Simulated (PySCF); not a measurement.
Electron correlation in Kr (krypton, neutral)

[Kr], closed-shell 1S. Calculation: PySCF 2.14, in def2-TZVPPD (7s6p5d1f, 57 functions); no relativity, point nucleus. Frozen: [Ne]; 26 electrons correlated.

| level | correlation energy (mhartree) |
| --- | --- |
| CCSD | -345.73 |
| (T) | -9.11 |
| CCSD(T) | -354.84 |

Diagnostics: T1 = 0.0026, D1 = 0.0058, largest double amplitude 0.031.

Question: Is a single reference adequate?

Answer: Yes, within this model without spin-orbit coupling: T1 lies below 0.03 and no double amplitude reaches 0.07.

This basis was not built for core-valence correlation, so the inner-shell part is incomplete.
